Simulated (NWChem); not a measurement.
Correlation energy of H₄Al (-1)

SMILES: [AlH4-]
```xyz
5

Al     0.0000     0.0000     0.0000
H      0.0000    -1.3442    -0.9505
H      0.0000     1.3442    -0.9505
H      1.3443     0.0000     0.9505
H     -1.3443     0.0000     0.9505
```
Charge -1, spin multiplicity 1.

Everything below was run with NWChem. The geometry was optimised at B3LYP/def2-SVP, a minimum by its harmonic frequencies.

Basis set: aug-cc-pVTZ. Each correlation energy counts from its own Hartree-Fock reference.

The correlated methods keep 5 core orbitals frozen. The structure started from a generated list of species. The anion's geometry comes from a basis without diffuse functions. Coupled-cluster values serve here as a point of comparison, not as the truth.

```tsv
method	correlation energy (mHa)
MP2	___
SCS-MP2	-150.7
CR-CCSD[T]	-165.0
CR-CCSD(T)	-165.0
CCSD	___
CCSD+T(CCSD)	-165.4
CCSD(T)	-165.3
```

### Question
What belongs in the gaps?

### Answer

- MP2, correlation energy (mHa): -132.5
- CCSD, correlation energy (mHa): -162.2
